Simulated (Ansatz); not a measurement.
Geometry optimisation, RKS B3LYP-D4/def2-SVP (Ansatz).

The input (input.yaml):

```yaml
crystal:
  periodic: [false, false, false]
  atoms:
    - { symbol: Ti, position_ang: [-0.075795, -0.135753, -0.060159] }
    - { symbol: F, position_ang: [-0.08387, -0.17589, 1.725845] }
    - { symbol: Cl, position_ang: [1.940543, -0.248939, -0.870993] }
    - { symbol: Cl, position_ang: [-1.152157, 1.588853, -0.834582] }
    - { symbol: F, position_ang: [-0.919971, -1.540387, -0.598142] }
    - { symbol: H, position_ang: [1.345483, 2.06105, 1.197192] }
    - { symbol: H, position_ang: [1.024767, 1.639867, 1.68184] }
basis:
  gaussian: { orbitals: def2-SVP }
hamiltonian:
  xc: b3lyp
  dispersion: d4
relax:
  f_tol: 0.03
  max_steps: 50
```

Run as:

```bash
$ ansatz run input.yaml --threads 2 --pin off --max-ram 3072MiB --backend cpu --events-out ev --progress --plain --runs-dir out
```

Q: Where does it end, and by what steps?

A: The run converged. After 4 steps the energy has fallen by 0.144 eV; H7 moved furthest, 0.44 Å.

| step | energy less start (eV) | largest force component (eV/Å) | accepted |
| --- | --- | --- | --- |
| 0 | 0.0000 | 1.308 | yes |
| 1 | -0.1072 | 0.723 | yes |
| 2 | -0.1376 | 0.261 | yes |
| 3 | -0.1431 | 0.073 | yes |
| 4 | -0.1437 | 0.026 | yes |

```xyz
7
Properties=species:S:1:pos:R:3
Ti -0.170 -0.290 -0.158
F -0.154 -0.300 1.572
Cl 1.869 -0.355 -0.919
Cl -1.198 1.490 -0.878
F -1.021 -1.694 -0.694
H 1.529 2.394 1.394
H 1.225 1.943 1.924
```

Time of the run: 22 s on 2 threads of Arm Neoverse V1, on a shared host, peak memory 0.26 GiB.
